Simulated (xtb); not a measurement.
AgCl, SMILES [Ag][Cl], multiplicity 1. All values are semi-empirical tight-binding results from xtb (GFN2-xTB unless named), good for trends rather than for accurate numbers. Geometry: GFN2-xTB. The multiplicity is an assumed one; other spin states were not compared.

For metal compounds this method's bond lengths and energies can be far off.

point group as xtb finds it: C∞v
orbital gap: 4.12 eV
